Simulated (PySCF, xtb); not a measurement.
C4H9O, SMILES CCC[CH]O, multiplicity 2. The values are those of a single conformer.

Harmonic wavenumbers (cm⁻¹) from GFN2-xTB run with xtb at its own minimum, in rising order: 68, 90, 229, 238, 317, 337, 454, 514, 781, 886, 911, 1012, 1068, 1078, 1092, 1206, 1222, 1248, 1266, 1281, 1333, 1360, 1412, 1456, 1492, 1502, 1505, 2952, 2971, 2991, 2992, 3029, 3031, 3037, 3057, 3572.

### Question
What does PySCF with PBE-D3(BJ)/def2-SVP give at its own minimum? (An estimate is asked for; the answer gives what the named calculation found.)

### Answer
100, 103, 226, 245, 327, 374, 496, 580, 730, 835, 856, 973, 1032, 1053, 1058, 1180, 1197, 1231, 1247, 1281, 1309, 1345, 1382, 1416, 1417, 1419, 1429, 2936, 2961, 2967, 2999, 3019, 3045, 3047, 3054, 3729. Paired by order, the mean absolute difference is 33 cm⁻¹ and the zero-point energies are 75.8 and 75.2 kcal/mol.
